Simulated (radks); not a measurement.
Species: Kr4+. Configuration: [Ar] 3d10 4s2 4p2. All-electron calculation, scalar-relativistic Kohn-Sham, Slater X-alpha with alpha = 0.598, spin-polarised, spherical densities, finite nucleus; open shells are filled with parallel spins first; Fermi nuclear charge, rms radius 4.1884 fm. Program: a radial shooting solver on a logarithmic mesh with Libxc functionals.

Unscreened Slater integrals over Kohn-Sham orbitals (eV). They are taken over the spin-up orbitals.

F0(4p,4p): 15.152
F2(4p,4p): 8.0671
F0(4p,4s): 15.965
G1(4p,4s): 10.830
F0(4p,3d): 19.493
F2(4p,3d): 4.4752
G1(4p,3d): 1.5512
G3(4p,3d): 1.4499
F0(4p,3p): 19.543
F2(4p,3p): 4.3475
G0(4p,3p): 1.1322
G2(4p,3p): 1.3245
F0(4s,4s): 16.960
F0(4s,3d): 21.471
G2(4s,3d): 1.9619
F0(4s,3p): 21.537
G1(4s,3p): 1.6254
F0(3d,3d): 44.728
F2(3d,3d): 21.471
F4(3d,3d): 13.518
F0(3d,3p): 44.750
F2(3d,3p): 21.481
G1(3d,3p): 25.855
G3(3d,3p): 16.076
F0(3p,3p): 45.241
F2(3p,3p): 22.669

Derived for the open shells (J is the average intra-shell exchange parameter used in DFT+U). 4p: J = F2/5 = 1.613 eV; in LS coupling 1D lies 6 F2/25 = 1.936 eV above 3P.
